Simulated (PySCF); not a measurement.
Isomers of C6H7FO2Si, one GFN2-xTB conformer each. Single-point energies are computed at PBE0/pcSseg-1 (PySCF, gas phase, no added dispersion term), electronic only.

```csv
SMILES,GFN2-xTB relative energy (kcal/mol)
CC#CC1=C(O[SiH2]O)[C@H]1F,0.0
O=C(O)C#CC[Si@@H]1C[C@@H]1F,61.6
```

Conformers: `[CH3:1][C:2]#[C:3][C:4]1=[C:5]([O:6][SiH2:7][OH:8])[C@H:9]1[F:10]` with C4–C5–O6–Si7 167°, C5–O6–Si7–O8 177°, O6–Si7–O8–H 22°; `[O:1]=[C:2]([OH:3])[C:4]#[C:5][CH2:6][Si@@H:7]1[CH2:8][C@@H:9]1[F:10]` with O1–C2–O3–H 0°, C5–C6–Si7–C8 -99°.

Task: What does PBE0/pcSseg-1 give for the same structures?

Result: 
```csv
SMILES,PBE0/pcSseg-1 E (Eh),PBE0/pcSseg-1 (kcal/mol),GFN2-xTB (kcal/mol),point group
CC#CC1=C(O[SiH2]O)[C@H]1F,-771.84595,0.0,0.0,C1
O=C(O)C#CC[Si@@H]1C[C@@H]1F,-771.82605,12.5,61.6,C1
```

Both levels put the same isomer lowest. As drawn, the lower has an Si–O bond and a C=C bond outside aromatic rings, which the higher lacks; the higher has a C=O bond, a C(=O)–O unit and an Si–C bond, which the lower lacks.

Task: Which frontier levels, dipoles and rotational constants go with these structures?

Result: 
```
                     SMILES  HOMO (eV, PBE0/pcSseg-1)  LUMO (eV)  dipole (D)       A, B, C (MHz)
  CC#CC1=C(O[SiH2]O)[C@H]1F                     -6.75      -0.60        2.39  2142, 451.2, 382.4
O=C(O)C#CC[Si@@H]1C[C@@H]1F                     -7.17      -1.24        1.62  3283, 363.7, 362.0
```
